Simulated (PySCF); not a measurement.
# Pt⁴⁸⁺: ionisation energy

Pt⁴⁸⁺ [Ar] 3d10 4s2 → Pt⁴⁹⁺ [Ar] 3d10 4s1 [4s1/2^1, M_J = 1/2], as a difference of total energies. All numbers are calculated (PySCF 2.14, the two-component X2C-1e Hamiltonian, in an even-tempered Gaussian basis (16 s from 6.8 bohr⁻², ratio 2.8; 13 p from 8.9 bohr⁻², ratio 2.8; 8 d from 16 bohr⁻², ratio 2.8; 4 f from 36 bohr⁻², ratio 3)). Correlated levels: [Ne] frozen; the 72 highest virtual spinors dropped. "Screened" scales the spin-orbit matrix elements by Boettger's factors to mimic the two-electron term; Breit and QED terms are absent.

```csv
method,ionisation energy (eV)
GHF (spin-free),2744.5
GMP2 (spin-free),2747.3
GHF (screened spin-orbit),2744.1
GMP2 (screened spin-orbit),2747.0
```

**Question.** How much does correlation contribute at GMP2 (screened spin-orbit)?

**Answer.** 2747.0 − (2744.1) = 2.9 eV, measured against GHF (screened spin-orbit).

Breit and QED terms and the two-electron picture change are absent.

For comparison: 2762 ± 4 eV (theoretical estimate listed by NIST; NIST Atomic Spectra Database, ionization energies).
